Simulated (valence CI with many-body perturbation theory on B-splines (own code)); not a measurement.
## Level structure of W LXVII

Level of theory: configuration interaction combined with many-body perturbation theory (CI+MBPT): six valence electrons over a frozen Dirac-Fock core [He], radial functions for each j: 9 s, 9 p, 8 d, 6 f, 3 g, 1 h, with the one-electron correlation potential Σ1, the two-electron term Σ2, the three-electron term Σ3, Breit, model QED; selected CI, second order for the rest, scaled by the run's own slope (own B-spline code, finite nucleus).

The last digits are not significant, and no measured levels were compared; by estimate large intervals hold to a few tenths of a per cent, small ones and those within an open d or f shell to about a per cent. Among the levels kept, up to 2300 cm⁻¹ of a level comes from second order outside the variational space, and about a tenth of that is noise between levels of different J, which matters for small intervals.

Levels 46 to 57 of 57, with energies above the lowest level, (2s^2 2p1/2^2 2p3/2^2) J=2. "Leading %" is the weight of the configuration and term that name the level; weights of strongly mixed levels are sums over their largest components and can fall short, and the name can then belong to a minority configuration. In the jj column 3d3/2^4 stands for four electrons in 3d with j = 3/2. Lifetimes count E1, E2, E3, M1 and M2 decay at the calculated energies, and are blank where another channel may lead or the interval is too uncertain; long ones can be off by a factor of two.

```
No.  Configuration  Term  J  E (eV)  Leading %                        Leading jj  Lifetime
 46        2s2p⁴3s    ¹S  0   10522         64      2s 2p1/2^2 2p3/2^2 3s (99 %)   8.25 fs
 47       2s²2p³3p    ³P  0   10550        100  2s^2 2p1/2 2p3/2^2 3p3/2 (100 %)    303 fs
 48       2s²2p³3p    ⁵P  3   10550         55   2s^2 2p1/2 2p3/2^2 3p3/2 (99 %)    335 fs
 49       2s²2p³3p    ³P  2   10554         37   2s^2 2p1/2 2p3/2^2 3p3/2 (96 %)    122 fs
 50       2s²2p³3p    ¹P  1   10567         46   2s^2 2p1/2 2p3/2^2 3p3/2 (98 %)    107 fs
 51       2s²2p³3p    ³F  4   10572        100  2s^2 2p1/2 2p3/2^2 3p3/2 (100 %)    303 fs
 52       2s²2p³3p    ³D  3   10573         71   2s^2 2p1/2 2p3/2^2 3p3/2 (99 %)    327 fs
 53       2s²2p³3p    ³P  1   10609         72   2s^2 2p1/2 2p3/2^2 3p3/2 (97 %)    106 fs
 54        2s2p⁴3p   ³P°  1   10611         33   2s 2p1/2^2 2p3/2^2 3p1/2 (98 %)   1.51 fs
 55        2s2p⁴3p   ³P°  1   10611         49   2s 2p1/2^2 2p3/2^2 3p1/2 (99 %)   1.80 fs
 56        2s2p⁴3p   ³P°  0   10612         76  2s 2p1/2^2 2p3/2^2 3p1/2 (100 %)   71.7 fs
 57        2s2p⁴3p   ³D°  2   10613         29   2s 2p1/2^2 2p3/2^2 3p1/2 (98 %)   2.42 fs
```

Where two levels of one J and parity lie close, their mixing, g and order are uncertain.
